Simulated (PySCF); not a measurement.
C₄H₈NO, SMILES [CH2]C(=O)N(C)C, multiplicity 2. Geometry optimised at r2SCAN-D4/def2-SVP. The isomer is the one that the SMILES or the coordinates give; other isomers of the formula were not compared.

Computed equilibrium geometry at r2SCAN-D4/def2-SVP (PySCF confirms it by a frequency run) as bond lengths and angles:
Atoms: C1 C2 O3 N4 C5 C6 H7 H8 H9 H10 H11 H12 H13 H14. Bonds (Å): C1–C2 1.462, C1–H7 1.091, C1–H8 1.091, C2–O3 1.233, C2–N4 1.384, N4–C5 1.447, N4–C6 1.445, C5–H9 1.104, C5–H10 1.106, C5–H11 1.097, C6–H12 1.098, C6–H13 1.108, C6–H14 1.102. Bond angles (°): C2–C1–H7 124.9, C2–C1–H8 115.6, H7–C1–H8 119.1, C1–C2–O3 119.9, C1–C2–N4 118.2, O3–C2–N4 121.8, C2–N4–C5 118.7, C2–N4–C6 124.5, C5–N4–C6 116.6, N4–C5–H9 110.8, N4–C5–H10 111.1, N4–C5–H11 108.2, H9–C5–H10 108.1, H9–C5–H11 109.5, H10–C5–H11 109.2, N4–C6–H12 111.3, N4–C6–H13 112.8, N4–C6–H14 109.1, H12–C6–H13 108.7, H12–C6–H14 107.1, H13–C6–H14 107.6.
Charge 0, spin multiplicity 2.
